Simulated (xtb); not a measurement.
xtb input for C3H3, SMILES C#C[CH2], multiplicity 2, GFN2-xTB. 

```
$ xtb mol.xyz --gfn 2 --ohess tight --chrg 0 --uhf 1 --json
$ cat mol.xyz
6

C      1.46150000    -0.14900000     0.22090000
C      0.30560000    -0.01840000     0.09420000
C     -1.07030000     0.13900000    -0.15220000
H      2.46860000    -0.34790000     0.25240000
H     -1.44220000     0.95430000    -0.68110000
H     -1.73870000    -0.56200000     0.24080000
```

Log of the run:

```
[...]
             Fermi-level           -0.3044543 Eh           -8.2846 eV

 SCC (total)                   0 d,  0 h,  0 min,  0.001 sec
 SCC setup                      ...        0 min,  0.000 sec (  4.449%)
 Dispersion                     ...        0 min,  0.000 sec (  1.576%)
 classical contributions        ...        0 min,  0.000 sec (  0.519%)
 integral evaluation            ...        0 min,  0.000 sec ( 20.490%)
 iterations                     ...        0 min,  0.000 sec ( 29.658%)
 molecular gradient             ...        0 min,  0.000 sec ( 37.788%)
 printout                       ...        0 min,  0.000 sec (  4.793%)

         :::::::::::::::::::::::::::::::::::::::::::::::::::::
         ::                     SUMMARY                     ::
         :::::::::::::::::::::::::::::::::::::::::::::::::::::
         :: total energy              -7.803030975838 Eh    ::
         :: gradient norm              0.000973937051 Eh/a0 ::
         :: HOMO-LUMO gap              4.473767324351 eV    ::
         ::.................................................::
         :: SCC energy                -8.005447670073 Eh    ::
         :: -> isotropic ES            0.001671773880 Eh    ::
         :: -> anisotropic ES         -0.000412431002 Eh    ::
         :: -> anisotropic XC          0.013333248355 Eh    ::
         :: -> dispersion             -0.001914051753 Eh    ::
         :: repulsion energy           0.202416694235 Eh    ::
         :: add. restraining           0.000000000000 Eh    ::
         :: total charge               0.000000000000 e     ::
         :::::::::::::::::::::::::::::::::::::::::::::::::::::

           -------------------------------------------------
          |                Numerical Hessian                |
           -------------------------------------------------
step length          :   0.00500
SCC accuracy         :   0.30000
Hessian scale factor :   1.00000
frozen atoms in %    :   0.00000    0
RMS gradient         :   0.00097
estimated CPU  time      0.00 min

writing file <hessian>.

 projected vibrational frequencies (cm⁻¹)
eigval :       -0.00    -0.00    -0.00     0.00     0.00     0.00
eigval :      288.14   337.83   486.84   607.97   655.97   966.92
eigval :     1153.11  1382.52  2105.08  3107.28  3134.88  3394.60
           -------------------------------------------------
          |                Property Printout                |
           -------------------------------------------------

    * Orbital Energies and Occupations

         #    Occupation            Energy/Eh            Energy/eV
      -------------------------------------------------------------
         1        2.0000           -0.6150803             -16.7372
         2        2.0000           -0.5862989             -15.9540
         3        2.0000           -0.5211143             -14.1802
         4        2.0000           -0.4915447             -13.3756
         5        2.0000           -0.4760205             -12.9532
         6        2.0000           -0.4443217             -12.0906
         7        2.0000           -0.4046250             -11.0104
         8        1.0000           -0.3258667              -8.8673 (HOMO)
         9                         -0.1614587              -4.3935 (LUMO)
        10                         -0.1109388              -3.0188
        11                          0.0845924               2.3019
        12                          0.1921820               5.2295
        13                          0.3279995               8.9253
        14                          0.4667414              12.7007
        15                          1.3948507              37.9558
      -------------------------------------------------------------
                  HL-Gap            0.1644080 Eh            4.4738 eV
             Fermi-level           -0.3044542 Eh           -8.2846 eV

     #   Z          covCN         q      C6AA      α(0)
     1   6 C        1.910    -0.100    33.879     9.400
     2   6 C        1.961    -0.000    31.078     9.003
     3   6 C        2.834    -0.084    30.093     8.990
     4   1 H        0.928     0.077     2.014     2.219
     5   1 H        0.926     0.054     2.271     2.356
     6   1 H        0.926     0.054     2.272     2.357

 Mol. C6AA /au·bohr⁶  :        454.145617
 Mol. C8AA /au·bohr⁸  :      11274.939827
 Mol. α(0) /au        :         34.324750


Wiberg/Mayer (AO) data.
largest (>0.10) Wiberg bond orders for each atom

 ---------------------------------------------------------------------------
     #   Z sym  total        # sym  WBO       # sym  WBO       # sym  WBO
 ---------------------------------------------------------------------------
     1   6 C    3.822 --     2 C    2.535     4 H    0.973     3 C    0.249
     2   6 C    3.982 --     1 C    2.535     3 C    1.433
     3   6 C    3.614 --     2 C    1.433     6 H    0.961     5 H    0.960
                             1 C    0.249
     4   1 H    0.994 --     1 C    0.973
     5   1 H    0.997 --     3 C    0.960
     6   1 H    0.997 --     3 C    0.961
 ---------------------------------------------------------------------------

Topologies differ in total number of bonds
Writing topology from bond orders to xtbtopo.mol

molecular dipole:
                 x           y           z       tot (Debye)
 q only:       -0.073       0.013      -0.014
   full:       -0.057       0.013      -0.015       0.154
molecular quadrupole (traceless):
                xx          xy          yy          xz          yz          zz
 q only:        1.419      -0.219      -0.599       0.240      -0.248      -0.820
  q+dip:        5.276      -0.801      -2.205       0.896      -0.966      -3.071
   full:        2.923      -0.440      -1.230       0.487      -0.516      -1.693

           -------------------------------------------------
          |                Geometry Summary                 |
           -------------------------------------------------

      molecular mass/u    :       39.0560300
   center of mass at/Å    :        0.1902279      -0.0263330       0.0254052
  moments of inertia/u·Å² :        0.1725328E+01   0.5201208E+02   0.5373719E+02
rotational constants/cm⁻¹ :        0.9770682E+01   0.3241099E+00   0.3137051E+00

 * 5 selected distances

     #   Z          #   Z                                           value/Å
     1   6 C        2   6 C                                       1.2193241
     2   6 C        3   6 C                                       1.3519133 (max)
     1   6 C        4   1 H                                       1.0483478 (min)
     3   6 C        5   1 H                                       1.0750929
     3   6 C        6   1 H                                       1.0747192

 * 2 distinct bonds (by element types)

   Z      Z             #   av. dist./Å        max./Å        min./Å
   1 H    6 C           3     1.0660533     1.0750929     1.0483478
   6 C    6 C           2     1.2856187     1.3519133     1.2193241

           -------------------------------------------------
          |               Frequency Printout                |
           -------------------------------------------------
 projected vibrational frequencies (cm⁻¹)
eigval :       -0.00    -0.00    -0.00     0.00     0.00     0.00
eigval :      288.14   337.83   486.84   607.97   655.97   966.92
eigval :     1153.11  1382.52  2105.08  3107.28  3134.88  3394.60
 reduced masses (amu)
   1:  7.61   2: 10.18   3:  8.47   4: 10.93   5: 11.16   6:  4.72   7:  9.97   8: 11.49
   9:  2.24  10:  2.19  11:  3.74  12:  4.45  13:  8.88  14:  3.95  15: 11.30  16:  1.44
  17:  2.12  18:  2.32
 IR intensities (km·mol⁻¹)
   1:  0.03   2:  0.00   3:  0.03   4:  0.00   5:  0.00   6:  0.01   7:  0.05   8:  2.47
   9: 25.50  10: 28.06  11: 33.30  12:  0.45  13:  2.07  14:  1.87  15:  2.24  16:  7.89
  17: 18.09  18:  5.81
 Raman intensities (Ä⁴*amu⁻¹)
   1:  0.00   2:  0.00   3:  0.00   4:  0.00   5:  0.00   6:  0.00   7:  0.00   8:  0.00
   9:  0.00  10:  0.00  11:  0.00  12:  0.00  13:  0.00  14:  0.00  15:  0.00  16:  0.00
  17:  0.00  18:  0.00
 output can be read by thermo (or use thermo option).
 writing <g98.out> molden fake output.
 recommended (thermochemical) frequency scaling factor: 1.0
           -------------------------------------------------
          |             Thermodynamic Functions             |
Molecule has the following symmetry elements: (C2) 2*(sigma)
It seems to be the C2v point group
Note: The following floating-point exceptions are signalling: IEEE_UNDERFLOW_FLAG IEEE_DENORMAL
normal termination of xtb
           -------------------------------------------------

c2v symmetry found (for desy threshold:  0.10E+00) used in thermo

          ...................................................
          :                      SETUP                      :
          :.................................................:
          :  # frequencies                          12      :
          :  # imaginary freq.                       0      :
          :  linear?                             false      :
          :  only rotor calc.                    false      :
          :  symmetry                              c2v      :
          :  rotational number                       2      :
          :  scaling factor                  1.0000000      :
          :  rotor cutoff                   50.0000000 cm⁻¹ :
          :  imag. cutoff                  -20.0000000 cm⁻¹ :
          :.................................................:

    mode    ω/cm⁻¹     T·S(HO)/kcal·mol⁻¹    T·S(FR)/kcal·mol⁻¹   T·S(vib)
   ------------------------------------------------------------------------
       1    288.14    -0.44271 ( 99.91%)    -0.53722 (  0.09%)    -0.44279
   ------------------------------------------------------------------------

   temp. (K)  partition function   enthalpy   heat capacity  entropy
                                   cal/mol     cal/K/mol   cal/K/mol   J/K/mol
 298.15  VIB   2.05                  879.717      7.278      4.376
         ROT  0.265E+04              888.752      2.981     18.647
         INT  0.543E+04             1768.469     10.259     23.023
         TR   0.236E+27             1481.254      4.968     36.899
         TOT                        3249.7229    15.2269    59.9217   250.7123

       T/K    H(0)-H(T)+PV         H(T)/Eh          T*S/Eh         G(T)/Eh
   ------------------------------------------------------------------------
    298.15    0.517876E-02    0.453227E-01    0.284707E-01    0.168520E-01
   ------------------------------------------------------------------------

         :::::::::::::::::::::::::::::::::::::::::::::::::::::
         ::                  THERMODYNAMIC                  ::
         :::::::::::::::::::::::::::::::::::::::::::::::::::::
         :: total free energy          -7.786179014703 Eh   ::
         ::.................................................::
         :: total energy               -7.803030975837 Eh   ::
         :: zero point energy           0.040143920223 Eh   ::
         :: G(RRHO) w/o ZPVE           -0.023291959088 Eh   ::
         :: G(RRHO) contrib.            0.016851961134 Eh   ::
         :::::::::::::::::::::::::::::::::::::::::::::::::::::

optimized geometry written to: xtbopt.xyz


           -------------------------------------------------
          | TOTAL ENERGY               -7.803030975837 Eh   |
          | TOTAL ENTHALPY             -7.757708292541 Eh   |
          | TOTAL FREE ENERGY          -7.786179014703 Eh   |
          | GRADIENT NORM               0.000973936404 Eh/α |
          | HOMO-LUMO GAP               4.473768287871 eV   |
           -------------------------------------------------

------------------------------------------------------------------------
------------------------------------------------------------------------
 total:
 SCF:
 ANC optimizer:
 analytical hessian:
```

The run converged.
